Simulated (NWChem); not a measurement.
System: C4H3Br; SMILES C#CC(=C)Br

Here is an NWChem input.

```
start job
memory heap 200 mb stack 900 mb global 1100 mb
geometry units angstroms noautosym nocenter noautoz
  C      1.126378     2.605007    -0.000967
  C      0.335135     1.685341    -0.000392
  C     -0.577804     0.597430     0.000032
  C     -1.911675     0.712433     0.000054
  Br     0.237930    -1.120175     0.000253
  H      1.824823     3.421745    -0.001598
  H     -2.366490     1.705702     0.000096
  H     -2.559420    -0.165559     0.000032
end
basis spherical
  C library def2-svp
  Br library def2-svp
  H library def2-svp
end
dft
  xc m05-2x
  iterations 150
end
cosmo
  do_cosmo_smd true
  solvent toluene
end
task dft energy
```

All runs use the structure optimised with PBE0/def2-SVP. Solvent: toluene.

Level: M05-2X/def2-SVP with SMD (1 M gas to 1 M solution), gas-phase geometry.

**Question.** Give the results of this calculation. (M05-2X/def2-SVP, SMD on the gas-phase geometry.) Quantities: solvation free energy (kcal/mol); cavity-dispersion-structure term (kcal/mol); dipole in solution (D).

**Answer.** 
```yaml
solvation free energy (kcal/mol): -4.3
cavity-dispersion-structure term (kcal/mol): -1.8
dipole in solution (D): 1.79
```
